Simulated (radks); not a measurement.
Results of a calculation; reference values are marked as such.
Coulomb parameter of the 4f shell of the cerium ion Ce+ in the model configuration [Xe] 4f1.5 5d1.5, as a second difference U = [E(n + 0.5) + E(n - 0.5) - 2 E(n)] / (0.5)^2 with all orbitals relaxed. "Bare": the charge of the atom changes with n. "Screened": the 5d shell takes up the change at fixed total charge, which measures U(4f,4f) + U(5d,5d) - 2 U(4f,5d). Code: a radial shooting solver on a logarithmic mesh with Libxc functionals. Model: scalar-relativistic Kohn-Sham, BLYP, spin-unpolarised, spherical densities, point nucleus.

\begin{tabular}{lrr}
case & configuration & E - E(n) (eV) \\ \hline
start & [Xe] 4f1.5 5d1.5 & 0.000 \\
bare +0.5 & [Xe] 4f2 5d1.5 & -1.902 \\
bare -0.5 & [Xe] 4f1 5d1.5 & 4.960 \\
screened +0.5 & [Xe] 4f2 5d1 & 0.425 \\
screened -0.5 & [Xe] 4f1 5d2 & 0.492 \\
\end{tabular}

U(bare) = 12.231 eV, U(screened by 5d) = 3.668 eV, against the Slater integral F0(4f,4f) = 21.697 eV with frozen orbitals.
